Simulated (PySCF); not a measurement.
C2H3Cl2FSi. Atoms are numbered in the order given.

```xyz
9

C     -2.0322     0.1670    -1.0057
C     -1.0610    -0.3188    -0.2269
Cl    -1.4153    -1.2517     1.2203
Si     0.7579    -0.0967    -0.5621
F      0.8760     0.7073    -1.9675
Cl     1.6174     1.0470     0.9167
H     -1.7661     0.7392    -1.8987
H     -3.0922     0.0146    -0.7831
H      1.4883    -1.3739    -0.6749
```

Geometry optimised at B3LYP-D3(BJ)/def2-SVP. The structure was generated by enumeration; whether it is a known compound was not checked. One conformer was computed; it need not be the lowest.

Computed with SMD-B3LYP/6-31G* in PySCF.

Solvation free energies are E(SMD) − E(gas) at the gas-phase geometry, for 1 M in both phases. In vacuum the dipole moment is 1.81 D.

| solvent | ΔG(solv) (kcal/mol) | its non-electrostatic (CDS) part | dipole (D) |
|---|---|---|---|
| water | … | … | … |
| dichloromethane | -4.3 | -1.5 | 2.35 |
| ethanol | -3.9 | -0.7 | 2.43 |

### Question
Some entries are withheld; supply them. (An estimate is asked for; the answer gives what the named calculation found.)

### Answer

- water, ΔG(solv) (kcal/mol): 0.6
- water, its non-electrostatic (CDS) part: 3.9
- water, dipole (D): 2.46
